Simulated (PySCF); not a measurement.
# Stretching one bond of AlBFH2 cation

Calculated results; nothing here was measured. The program is PySCF 2.14.0, an open-source quantum chemistry code, run on an isolated molecule that a program drew, which may never have been made. The molecule is AlBFH2 cation (charge +1, singlet), drawn as the SMILES string `[BH2][Al+][F]`.

The structure below is the HF double-zeta minimum with every atom moved a little at random, so it isn't optimised. Bond B1-Al2 is then set to each length in the table by shifting atoms 2, 3 along it, with nothing else relaxed.
```xyz
5
AlBFH2 cation, angstrom
B     1.1726   -2.8896   -0.3405
Al   -0.0753   -1.4615   -1.4366
F    -1.0293   -0.3259   -2.1700
H     0.7955   -2.9947    0.8498
H     1.9617   -3.4878   -0.9937
```

E is the energy above the same method's energy at the HF double-zeta minimum. IE is the energy to remove one electron at fixed geometry, to the doublet state of charge +2, as a difference of total energies. The basis family is cc-pV(n+d)Z, with UHF for radicals and no spin-orbit coupling. Best is HF at quadruple zeta, plus MP2 correlation extrapolated from triple and quadruple zeta, plus CCSD(T) minus MP2 at triple zeta, with a frozen core. The other columns are at triple zeta.

```
bond (Å)  E HF (kcal/mol)  E CCSD (kcal/mol)  E CCSD(T) (kcal/mol)  E best (kcal/mol)  IE HF (eV)  IE CCSD (eV)  IE CCSD(T) (eV)  IE best (eV)     T1
  2.1825             4.05               2.89                  2.65               2.68      16.826        17.646           17.655        17.756  0.014
  2.1905             4.02               2.90                  2.66               2.70      16.812        17.632           17.641        17.742  0.014
  2.2675             4.31               3.52                  3.27               3.40      16.663        17.495           17.506        17.606  0.015
  2.2845                ?                  ?                     ?                  ?           ?             ?                ?             ?      ?
  2.7655            18.67              19.49                 19.09              19.27      15.531        16.461           16.494        16.592  0.017
  2.7795            19.19              20.05                 19.64              19.82      15.497        16.430           16.463        16.561  0.017
```

T1 is the CCSD diagnostic of the starting molecule.

**Estimate the best E and IE at 2.2845 Å from the other rows.**

A least-squares cubic in the inverse of the bond length through the other values of E best gives 3.67 kcal/mol there. A least-squares quadratic in the bond length through IE best gives 17.575 eV. The calculation gives 3.66 kcal/mol and 17.575 eV, so the fits miss by 0.01 kcal/mol and 0.000 eV. The same recipe one zeta lower moves these two values by 0.22 kcal/mol and 0.02 eV, a gauge of their own error. The rest of the row: E is 4.49 (HF), 3.77 (CCSD), 3.52 (CCSD(T)); IE is 16.629 (HF), 17.463 (CCSD), 17.475 (CCSD(T)); T1 is 0.015.
